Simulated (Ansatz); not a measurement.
Ansatz (a quantum-chemistry and plane-wave program) input (PBE0/def2-SVP):

Ansatz 0.2 input:
```yaml
crystal:
  periodic: [false, false, false]
  atoms:
    - {symbol: C, position_ang: [-2.68756691, -1.09566185, -0.09974255]}
    - {symbol: C, position_ang: [-1.25910703, -0.59699851, -0.05694053]}
    - {symbol: C, position_ang: [-0.98962237, 0.74995298, 0.10401276]}
    - {symbol: Se, position_ang: [0.93219675, 0.84925418, 0.09185116]}
    - {symbol: C, position_ang: [1.08270908, -1.02300875, -0.13850754]}
    - {symbol: C, position_ang: [-0.17350162, -1.54020536, -0.18574707]}
    - {symbol: H, position_ang: [-3.36842223, -0.25057897, 0.01197747]}
    - {symbol: H, position_ang: [-2.90416236, -1.81420079, 0.70312277]}
    - {symbol: H, position_ang: [-2.92626130, -1.60074915, -1.04616545]}
    - {symbol: H, position_ang: [2.01454494, -1.56549111, -0.21647430]}
    - {symbol: H, position_ang: [-0.34785558, -2.60809300, -0.31385023]}
basis:
  gaussian:
    orbitals: def2-SVP
hamiltonian:
  xc: {name: PBE0}
total_charge: -1
```

Output:

```
Functional definition: PBE0
integrals: 0.10 GiB planned
1300 factors; integrals over basis functions are off by at most 1.6e-3 eV
0.20 GiB of the device are held for the grids
0.86 GiB of device memory are held for the factors and their scratch space
mean field: 0.26 GiB planned
mean field evaluation 1: about -70583.4647 eV, gradient 4.5e1 eV
mean field evaluation 2: about -70576.8147 eV, gradient 6.5e1 eV
mean field evaluation 4: about -70588.5897 eV, gradient 5.7e0 eV
mean field evaluation 8: about -70588.8586 eV, gradient 8.9e-1 eV
mean field evaluation 16: about -70588.8609 eV, gradient 4.0e-4 eV
mean field -70588.86086291 eV, -2594.0927898637 hartree, gradient 9.9e-6 eV, S^2 0.000000; 0 other end points of the search recorded, 0 dependent functions left out
reference -70588.86088517 eV, -2594.0927906816 hartree; 35, 35 occupied and 92, 92 virtual orbitals, 1300 factors
Total energy: -70588.86088517 eV, -2594.0927906816 hartree
```

It need not be the lowest isomer of its formula. Whether it binds its extra electron was not tested at this geometry.
